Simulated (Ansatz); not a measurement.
Molecule: CH7Si2, charge 0, multiplicity 2. It need not be the lowest isomer of its formula. 
Coordinates optimised at B3LYP-D3(BJ)/def2-TZVP (Ansatz, a program for electronic structure):
```xyz
10

Si     1.5005     0.6843     0.0023
C      0.3342    -0.7827    -0.1459
Si    -1.4819    -0.3238     0.0528
H      1.2158     1.6963    -1.0501
H      1.3829     1.3220     1.3410
H      0.5929    -1.5272     0.6120
H      0.4717    -1.2557    -1.1220
H     -1.8732     0.6544    -0.9887
H     -1.7074     0.2828     1.3855
H     -2.3485    -1.5228    -0.0743
```
Charge 0, spin multiplicity 2.

Basis-set convergence of Hartree-Fock and CCSD correlation energies (hartree) with Ansatz. Correlated levels leave the core frozen unless marked. Open shells are spin-unrestricted. No spin-orbit coupling. No relativistic terms.

```csv
basis,functions,E(HF),"E(corr, CCSD)"
cc-pV(D+d)Z,95,-619.78026,-0.39475
cc-pV(T+d)Z,206,?,?
```

**Question.** Some entries are withheld; supply them.

**Answer.** 
- cc-pV(T+d)Z, E(HF): -619.81779
- cc-pV(T+d)Z, E(corr, CCSD): -0.46809
